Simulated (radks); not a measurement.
Task: Dipole-allowed excitations along the series with 10 electrons in [Ne]. All-electron calculation, non-relativistic Kohn-Sham, LB94 model potential, spin-unpolarised, spherical densities, point nucleus. Program: a radial shooting solver on a logarithmic mesh with Libxc functionals. Time-dependent linear response with the Hartree and adiabatic LDA kernel, continuum included through the Sternheimer equations. Lines are the poles of the dipole polarisability below minus the highest occupied eigenvalue, found on a grid refined at the orbital gaps; the lowest seven at most are given, and weak or close lines can be missed. The first line takes the name of the lowest orbital gap if no other gap lies below it; otherwise a line is named after a gap within 0.6 % of it, if that gap stands alone.

| species | -e(HOMO) (eV) | lowest orbital gap (eV) | first line (eV) | f | strongest line (eV) | its f | static alpha (bohr^3) |
|---|---|---|---|---|---|---|---|
| Si4+ | 163.29 | 2p-3s 101.63 | 102.05 (2p-3s) | 0.220 | 125.13 (unassigned) | 1.11 | 0.1703 |
| P5+ | 216.11 | 2p-3s 132.23 | 132.74 (2p-3s) | 0.217 | 160.96 (unassigned) | 1.37 | 0.1105 |
| S6+ | 275.79 | 2p-3s 166.62 | 167.21 (2p-3s) | 0.214 | 200.61 (unassigned) | 1.59 | 0.07513 |
| Cl7+ | 342.32 | 2p-3s 204.79 | 205.47 (2p-3s) | 0.211 | 244.07 (unassigned) | 1.78 | 0.05301 |
| Ar8+ | 415.68 | 2p-3s 246.76 | 247.52 (2p-3s) | 0.208 | 291.34 (unassigned) | 1.95 | 0.03854 |

Estimate the first line of K9+, its oscillator strength and the static polarisability.

Result: 293.36 eV (2p-3s), f = 0.205, alpha = 0.02873 bohr^3.
